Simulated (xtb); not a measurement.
2-pyrimidin-2-yl-1,3-thiazole (C7H5N3S), SMILES c1cnc(-c2nccs2)nc1. All values are semi-empirical tight-binding results from xtb (GFN2-xTB unless named), good for trends rather than for accurate numbers. Geometry optimised at GFN2-xTB. One conformer was computed; it need not be the lowest.

Optimised geometry:

```xyz
16

C     -0.1171    -3.3475     0.0000
C      1.1303    -2.7351     0.0000
N      1.2749    -1.4246     0.0000
C      0.1616    -0.6974     0.0000
C      0.2780     0.7421     0.0000
N      1.3689     1.4306     0.0000
C      1.1306     2.7512     0.0000
C     -0.1887     3.1038     0.0000
S     -1.1856     1.7113     0.0000
N     -1.0802    -1.1832     0.0000
C     -1.2134    -2.4948     0.0000
H     -0.2281    -4.4190     0.0000
H      2.0486    -3.3087     0.0000
H      1.9620     3.4325     0.0000
H     -0.6149     4.0865     0.0000
H     -2.2306    -2.8658     0.0000
```
Charge 0, spin multiplicity 1.

Q: Estimate the properties. (The exact figures need the calculation; the answer reports its results.)

A: 
```json
{
 "point_group_as_xtb_finds_it": "Cs",
 "orbital_gap": "2.07 eV",
 "zero_point_energy": "67.8 kcal/mol",
 "G − E(el) at 298.15 K (modified RRHO)": "46.1 kcal/mol",
 "static polarisability (D4 model)": "114.1 bohr³",
 "solvation energy, GFN2-xTB/ALPB(water)": "-5.1 kcal/mol",
 "solvation energy, GFN2-xTB/ALPB(dmf)": "-10.5 kcal/mol"
}
```

Computed atomic charges and the Wiberg bond orders between heavy atoms:
charges (e) C1 -0.05, C2 0.08, N3 -0.23, C4 0.18, C5 0.10, N6 -0.20, C7 0.04, C8 -0.03, S9 0.01, N10 -0.24, C11 0.08, H12 0.05, H13 0.05, H14 0.06, H15 0.06, H16 0.05. Bond orders C1–C2 1.41, C2–N3 1.46, N3–C4 1.36, C4–C5 1.08, C5–N6 1.57, N6–C7 1.30, C7–C8 1.58, C5–S9 1.12, C8–S9 1.24, C4–N10 1.36, C1–C11 1.42, N10–C11 1.46.
